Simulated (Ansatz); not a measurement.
Ansatz (a quantum-chemistry and plane-wave program) input file for ClF2H3Si2, SMILES F[SiH](F)[SiH2]Cl, PBE0/def2-SVPD. Coordinates come from a PBE0-D3(BJ)/def2-SVP optimisation. The structure was generated by enumeration, and PubChem lists no compound with its InChIKey, so it may never have been made. One conformer was computed; it need not be the lowest.

Ansatz 0.2 input:
```yaml
crystal:
  periodic: [false, false, false]
  atoms:
    - {symbol: Si, position_ang: [-1.18195275, -0.21613042, 0.33498081]}
    - {symbol: F, position_ang: [-1.94041412, -1.64663803, 0.34261004]}
    - {symbol: F, position_ang: [-1.83256927, 0.66255970, -0.85653154]}
    - {symbol: Si, position_ang: [1.07960947, -0.56396577, -0.14845874]}
    - {symbol: Cl, position_ang: [1.99314820, 1.28728468, 0.06601157]}
    - {symbol: H, position_ang: [-1.45964764, 0.46914238, 1.62199052]}
    - {symbol: H, position_ang: [1.69584085, -1.52235518, 0.81267043]}
    - {symbol: H, position_ang: [1.26994405, -1.05257507, -1.54287307]}
basis:
  gaussian:
    orbitals: def2-SVPD
hamiltonian:
  xc: {name: PBE0}
```

It prints:

```
Functional definition: PBE0
integrals: 0.09 GiB planned
1338 factors; their error is unknown
mean field: 0.73 GiB planned
mean field evaluation 1: about -33733.4380 eV, gradient 4.2e1 eV
mean field evaluation 2: about -33729.1472 eV, gradient 6.8e1 eV
mean field evaluation 4: about -33736.1970 eV, gradient 1.0e0 eV
mean field evaluation 8: about -33736.4522 eV, gradient 1.3e-1 eV
mean field evaluation 16: about -33736.4522 eV, gradient 2.5e-5 eV
mean field -33736.45221639 eV, -1239.7917515636 hartree, gradient 2.5e-5 eV, S^2 0.000000; 0 other end points of the search recorded, 0 dependent functions left out
reference -33736.45225947 eV, -1239.7917531470 hartree; 33, 33 occupied and 112, 112 virtual orbitals, 1338 factors
Total energy: -33736.45225947 eV, -1239.7917531470 hartree
```

The calculation finished and met its thresholds.

Cost: roughly 7 core-seconds.
